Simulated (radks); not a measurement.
The nuclear charge of the tin ion Sn+ is varied continuously with 49 electrons held in [Kr] 4d10 5s2 5p1. Calculated with a radial shooting solver on a logarithmic mesh with Libxc functionals: Dirac Kohn-Sham, LDA (Slater exchange, Perdew-Wang correlation), spin-unpolarised, spherical densities, point nucleus; open shells are shared between the two j in proportion to 2j + 1. By the Hellmann-Feynman theorem dE/dZ = E(electron-nucleus)/Z, the electronic potential at the nucleus.

Z,E (hartree),E(electron-nucleus)/Z (hartree),HOMO,e(HOMO) (eV),<r> HOMO (bohr)
49.5,-6024.67307,-295.379,5p3/2,-6.167,3.225
49.6,-6054.25258,-296.211,5p3/2,-6.956,3.152
49.7,-6083.91523,-297.042,5p3/2,-7.769,3.085
49.8,-6113.66101,-297.874,5p3/2,-8.603,3.023
49.9,-6143.48994,-298.705,5p3/2,-9.458,2.965
50,-6173.40201,-299.536,5p3/2,-10.334,2.910
50.1,-6203.39724,-300.368,5p3/2,-11.230,2.860
50.2,-6233.47563,-301.200,5p3/2,-12.145,2.812
50.3,-6263.63721,-302.032,5p3/2,-13.080,2.767
50.4,-6293.88198,-302.864,5p3/2,-14.033,2.724
50.5,-6324.20997,-303.696,5p3/2,-15.004,2.683
50.6,-6354.62119,-304.528,5p3/2,-15.993,2.645
50.7,-6385.11566,-305.361,5p3/2,-17.000,2.608
50.8,-6415.69341,-306.194,5p3/2,-18.024,2.573
50.9,-6446.35444,-307.027,5p3/2,-19.066,2.539
51,-6477.09880,-307.860,5p3/2,-20.124,2.507

The central difference of E at Z = 50 is -299.537 hartree, to compare with the third column; the second derivative is -8.32 hartree.
